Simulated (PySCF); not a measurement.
## Cr⁺: ionisation energy

Cr⁺ [Ar] 3d5 (6S) → Cr²⁺ [Ar] 3d4 (5D), as a difference of total energies. Computed with PySCF 2.14 in def2-QZVPPD (11s6p5d3f2g, 93 functions), with the non-relativistic Hamiltonian (point nucleus). Correlated levels: valence: [Ar] frozen. The calculations carry no spin-orbit coupling.

```
           method  ionisation energy (eV)
              UHF                  15.118
    MP2 (valence)                  16.117
SCS-MP2 (valence)                  15.451
   CCSD (valence)                  16.128
CCSD(T) (valence)                  16.165
```

Question: How much does correlation contribute at CCSD(T) (valence)?

Answer: 16.165 − (15.118) = 1.047 eV, measured against UHF.

These non-relativistic numbers lack the scalar-relativistic shift.

The reference lies between the lowest fine-structure levels, while these numbers refer to the centres of the terms.

Errors of the correlated levels include the incompleteness of this basis and the frozen core.

For comparison: 16.486 eV (measured; NIST Atomic Spectra Database, ionization energies).
